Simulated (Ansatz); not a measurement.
Mulliken charges of H$_{4}$NO$_{2}$STa, SMILES `[NH2][Ta]([OH])([OH])=[S]` from r2SCAN/def2-TZVPP in Ansatz (PBE0-D4/def2-TZVP geometry).

```tsv
atom	x (Å)	y (Å)	z (Å)	charge (e)
N1	-0.278	0.759	-1.430	-0.481
Ta2	0.137	-0.038	0.322	0.874
O3	1.115	-1.646	0.068	-0.431
O4	-1.481	-0.509	1.199	-0.431
S5	1.268	1.445	1.428	-0.328
H6	-0.800	0.288	-2.155	0.165
H7	-0.004	1.683	-1.729	0.190
H8	2.019	-1.870	0.288	0.221
H9	-1.888	-0.159	1.992	0.221
```

Q: By hand: the dipole of these point charges (1 e Å = 4.8032 D).

A: Σ q r = (-0.109, -0.025, -0.225) e Å, of length 0.251 e Å = 1.21 D.

Q: How does the dipole of the full density compare? (Best estimate.)

A: The calculation gave: (-0.236, -0.224, -0.315) e Å, 2.18 D; the point charges give 0.56 times that, at 26° from its direction.

Point charges leave out the atoms' own dipoles, such as those of lone pairs, and Mulliken's split depends on the basis, so the two needn't agree.
